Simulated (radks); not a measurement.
Values are calculated unless marked as measured or tabulated.
Q: The mean radii <r> (bohr) of the occupied orbitals of an atom or ion are listed with their occupations. Level of theory: scalar-relativistic Kohn-Sham, r2SCAN, spin-unpolarised, spherical densities, finite nucleus; meta-GGA in the generalised Kohn-Sham scheme; Fermi nuclear charge, rms radius of each element as measured or else 0.836 A^(1/3) + 0.57 fm (a radial shooting solver on a logarithmic mesh with Libxc functionals).

orbital  occ.     <r>
1s          2  0.1291
2s          1  0.5607

Name the element and its charge.

A: Z = 12, magnesium, charge +9: Mg9+ in [He] 2s1. The 1s radius gives Z: for a bare nucleus <r> = (2 gamma + 1)/(2Z) with gamma = sqrt(1 - (Z/c)^2), 0.1247 bohr for Z = 12, and screening makes it slightly larger (0.1291 here). The occupations add up to 3, and the charge is Z minus that.
